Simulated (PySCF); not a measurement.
Br₂Si (SMILES Br[Si]Br), singlet, geometry from GFN2-xTB; DF-PBE/aug-cc-pVDZ (PySCF).

PySCF was given this input:
```python
from pyscf import gto, scf, dft

mol = gto.M(
    atom='''
Si   -0.02306863   -0.00441753    1.20707901
Br    0.95296278   -1.45162520   -0.22860751
Br   -0.94373533    1.45339221   -0.25422409
''',
    basis='aug-cc-pvdz',
    verbose=4,
)

mf = dft.RKS(mol)
mf.xc = 'pbe'
mf = mf.density_fit(auxbasis='def2-universal-jkfit')
mf.kernel()
```

Output, abridged:

```
PySCF version 2.14.0

[INPUT] verbose = 4
[INPUT] num. atoms = 3
[INPUT] num. electrons = 84
[INPUT] charge = 0
[INPUT] spin (= nelec alpha-beta = 2S) = 0
[INPUT] symmetry False subgroup None
[INPUT] Mole.unit = angstrom
[INPUT] Symbol           X                Y                Z      unit          X                Y                Z       unit  Magmom
[INPUT]  1 Si    -0.023068630000  -0.004417530000   1.207079010000 AA   -0.043593392769  -0.008347921847   2.281048739611 Bohr   0.0
[INPUT]  2 Br     0.952962780000  -1.451625200000  -0.228607510000 AA    1.800838661104  -2.743174063517  -0.432005583919 Bohr   0.0
[INPUT]  3 Br    -0.943735330000   1.453392210000  -0.254224090000 AA   -1.783401307776   2.746513228476  -0.480413904367 Bohr   0.0

nuclear repulsion = 416.293410416707
number of shells = 26
number of NR pGTOs = 222
number of NR cGTOs = 99
basis = aug-cc-pvdz
ecp = {}

******** <class 'pyscf.df.df_jk.DFRKS'> ********
method = DFRKS
initial guess = minao
damping factor = 0
level_shift factor = 0
DIIS = <class 'pyscf.scf.diis.CDIIS'>
diis_start_cycle = 1
diis_space = 8
diis_damp = 0
SCF conv_tol = 1e-09
SCF conv_tol_grad = None
SCF max_cycles = 50
direct_scf = False
XC library pyscf.dft.libxc version 7.1.2
    S. Lehtola, C. Steigemann, M. J. T. Oliveira, and M. A. L. Marques,  SoftwareX 7, 1–5 (2018)
XC functionals = pbe
    J. P. Perdew, K. Burke, and M. Ernzerhof,  Phys. Rev. Lett. 77, 3865 (1996)
    J. P. Perdew, K. Burke, and M. Ernzerhof,  Phys. Rev. Lett. 78, 1396 (1997)
    J. P. Perdew, K. Burke, and M. Ernzerhof,  Phys. Rev. Lett. 77, 3865 (1996)
    J. P. Perdew, K. Burke, and M. Ernzerhof,  Phys. Rev. Lett. 78, 1396 (1997)
radial grids:
    Treutler-Ahlrichs [JCP 102, 346 (1995); DOI:10.1063/1.469408] (M4) radial grids

becke partition: Becke, JCP 88, 2547 (1988); DOI:10.1063/1.454033
pruning grids: <function nwchem_prune>
grids dens level: 3
symmetrized grids: False
atomic radii adjust function: <function treutler_atomic_radii_adjust>
small_rho_cutoff = 0
Set gradient conv threshold to 3.16228e-05
Initial guess from minao.
tot grids = 60032
init E= -5435.00619571167
  HOMO = -0.244201201560108  LUMO = -0.128484015184789  gap/eV = 3.14883
cycle= 1 E= -5436.8732322354  delta_E= -1.87  |g|= 0.253  |ddm|= 1.57
  HOMO = -0.234922798408119  LUMO = -0.170932477927876  gap/eV = 1.74127
cycle= 2 E= -5436.73088960876  delta_E= 0.142  |g|= 0.668  |ddm|= 1.01
  HOMO = -0.241174067567876  LUMO = -0.142946706509961  gap/eV = 2.67290
cycle= 3 E= -5436.90000266287  delta_E= -0.169  |g|= 0.0248  |ddm|= 0.666
  HOMO = -0.244210576051438  LUMO = -0.144708187203996  gap/eV = 2.70760
cycle= 4 E= -5436.90013370435  delta_E= -0.000131  |g|= 0.0113  |ddm|= 0.0332
  HOMO = -0.243426893570213  LUMO = -0.143951899434927  gap/eV = 2.70685
cycle= 5 E= -5436.90017869411  delta_E= -4.5e-05  |g|= 0.00192  |ddm|= 0.00991
  HOMO = -0.243529067680196  LUMO = -0.14407351851152  gap/eV = 2.70632
cycle= 6 E= -5436.90017992582  delta_E= -1.23e-06  |g|= 0.000346  |ddm|= 0.00281
  HOMO = -0.243490893194292  LUMO = -0.144019550069197  gap/eV = 2.70675
cycle= 7 E= -5436.9001799721  delta_E= -4.63e-08  |g|= 0.000118  |ddm|= 0.000524
  HOMO = -0.243488451308016  LUMO = -0.144015619147373  gap/eV = 2.70679
cycle= 8 E= -5436.90017997722  delta_E= -5.12e-09  |g|= 1.11e-05  |ddm|= 0.000112
  HOMO = -0.243489335652608  LUMO = -0.144016044563649  gap/eV = 2.70681
cycle= 9 E= -5436.90017997728  delta_E= -5.46e-11  |g|= 1.17e-06  |ddm|= 2.07e-05
  HOMO = -0.243489386156726  LUMO = -0.144016233601853  gap/eV = 2.70680
Extra cycle  E= -5436.90017997725  delta_E= 2.36e-11  |g|= 2.7e-06  |ddm|= 4.64e-06
converged SCF energy = -5436.90017997725
```
